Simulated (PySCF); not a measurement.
IrSI2, doublet: data card

These are results of PySCF, UPBE, basis Ir def2-SVP with ECP60, S def2-SVP, I def2-SVP with ECP28 (scalar-relativistic core potentials, no spin–orbit coupling, density fitting), not measurements.

The structure is a minimum.

Z-matrix (Å, degrees; charge 0 multiplicity 2):
```
Ir
S  1 2.0716
I  1 2.5330 2 117.58
I  1 2.5330 2 117.58 3 180.00
```

```
Point group                                                                   : C2v
Bond lengths                                                                  : Ir–I 2.533 Å (×2), Ir–S 2.072 Å
Bond angles                                                                   : I–Ir–I 124.8°, I–Ir–S 117.6° (×2)
Dipole moment                                                                 : 0.06 D
Atomisation energy without zero-point energy                                  : 1010 kJ/mol
Principal quadrupole moments (Buckingham, traceless) about the centre of mass : -8.82, 3.26, 5.56 D Å
Lowest empty level (α)                                                        : -4.92 eV
Principal polarisabilities                                                    : 64.1, 129.2, 173.7 bohr³
Entropy at 298.15 K and 1 bar (electronic part: spin only)                    : 392.4 J/(mol K)
Spin squared ⟨S²⟩                                                             : 0.755
Zero-point energy                                                             : 7.0 kJ/mol
Heat capacity Cp at 298.15 K                                                  : 78.1 J/(mol K)
Enthalpy at 298.15 K above 0 K                                                : 19.54 kJ/mol
Rotational constants                                                          : 0.04502, 0.01318, 0.01019 cm⁻¹
Rotational symmetry number                                                    : 2
Highest occupied level (β)                                                    : -5.54 eV
```

Harmonic modes (masses in u: Ir 192.963, S 31.972, I 126.904):
```csv
symmetry,ω (cm⁻¹),IR (km/mol),μ (u),type
b1,52,0.4,64.99,bend
a1,54,0.8,120.30,bend
b2,102,1.1,37.80,bend
a1,193,0.7,123.38,stretch
b2,234,14.2,150.43,stretch
a1,535,15.4,36.43,stretch
```

In C2v the vibrations span b1 + 3a1 + 2b2. Here b1 is antisymmetric to the molecular plane and b2 lies in it.

Charges (e):
```tsv
atom	Mulliken	Löwdin	polar tensor	spin (Mulliken)	Mayer order to Ir1
Ir1	-0.01	-0.89	0.53	0.48	–
S2	0.03	0.37	-0.17	0.49	1.90
I3,4	-0.01	0.26	-0.18	0.02	1.09
```
Other Mayer orders above 0.3: S–I 0.32 (×2).

Mulliken populations on Ir1 (electrons outside its core potential): s 2.85, p 6.31, d 7.83, f 0.02.

Outer orbital energies (eV). α occupied: -8.07, -8.00, -7.63, -7.29, -7.01, -6.10, -5.68, -5.61; empty: -4.92, -4.79, -0.48, 0.24. β occupied: -8.44, -8.00, -7.89, -7.60, -7.15, -6.98, -5.91, -5.54; empty: -4.79, -4.74, -4.65, -0.37.

Formally Ir is in oxidation state +4, d5, with 1 unpaired electron (the high-spin count would be 5). The Mulliken spin on Ir is 0.48, so most of the spin sits on the ligands and the formal count fails. The polar-tensor charge on Ir, 0.53, is far below the formal one.

Other isomers or separated fragments may lie lower. Open d and f shells are described by one determinant, and the ground state may have another occupation or spin. No spin–orbit coupling is included, which matters more the heavier the element.

The final relaxation and frequency run took 2.7 min on 4 threads of a shared Intel Xeon @ 2.50GHz (Skylake/Cascade Lake) host, with 102 basis functions and 15 gradients; the process peaked at 1 GiB.
